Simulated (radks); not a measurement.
Ba LVI, configuration 1s1. Method: scalar-relativistic Kohn-Sham, SCAN, spin-polarised, spherical densities, finite nucleus; open shells are filled with parallel spins first (spin-orbit coupling, left out, can overturn this in heavy ions); meta-GGA in the generalised Kohn-Sham scheme; Fermi nuclear charge, rms radius 4.8378 fm; computed with a radial shooting solver on a logarithmic mesh with Libxc functionals.

Normalised radial functions P(r) = r R(r), r in bohr:

```
   r/bohr * 1s up (the largest magnitude, 5.62, reaches the edge; | marks zero)
 0.002048 |                 *
 0.002384 |                    *
 0.002753 |                      *
 0.003205 |                         *
 0.003731 |                            *
 0.004309 |                               *
 0.005016 |                                  *
 0.005839 |                                      *
 0.006744 |                                         *
 0.007851 |                                            *
  0.00914 |                                               *
  0.01064 |                                                  *
  0.01229 |                                                    *
  0.01431 |                                                      *
  0.01665 |                                                      *
  0.01923 |                                                     *
  0.02239 |                                                   *
  0.02607 |                                                *
   0.0301 |                                           *
  0.03505 |                                      *
   0.0408 |                               *
   0.0475 |                        *
  0.05485 |                  *
  0.06386 |            *
  0.07434 |        *
  0.08585 |    *
  0.09995 |  *
```

1s up: eigenvalue -44279 eV, 0 radial nodes, <r> = 0.0252 bohr, 90 % of the charge inside 0.0454 bohr.
